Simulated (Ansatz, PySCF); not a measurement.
Species: GaI (charge 0, singlet). 
Geometry from a B3LYP-D3(BJ)/def2-TZVP (Ansatz, an electronic-structure program) optimisation:
SMILES: [Ga][I]
```xyz
2

Ga     0.0000     0.0000    -1.6517
I      0.0000     0.0000     0.9661
```
Charge 0, spin multiplicity 1.

Total electronic energies in hartree. Cores are frozen in the correlated levels unless marked. Spin-orbit coupling is left out. The frozen core is the preceding noble-gas configuration, with the filled d and f shells of earlier blocks. In def2 rows, elements after Kr have scalar-relativistic effective core potentials. Basis-set limits of correlation are two-point, X^-3; Hartree-Fock from the larger set.

```
level                                        program  energy (Eh)
------------------------------------  --------------  -----------
BP86/def2-TZVPD                                PySCF  -2223.02614
MN15/def2-TZVPD                                PySCF  -2222.20592
LC-wPBE/def2-TZVPD                            Ansatz  -2222.39299
B2GP-PLYP-D4/def2-TZVPD               Ansatz + dftd4  -2221.71106
MP2/def2-TZVPPD                               Ansatz  -2220.16779
MP2/CBS(def2-TZVPP,def2-QZVPP)                Ansatz   -2220.2471
SCS-MP2/def2-QZVPPD                           Ansatz  -2220.23365
CCSD(T)/def2-TZVPPD                           Ansatz  -2220.20009
CCSD(T)/CBS(def2-TZVPPD,def2-QZVPPD)          Ansatz   -2220.2800
```

Totals of different functionals don't rank their quality; only differences between species are comparable.
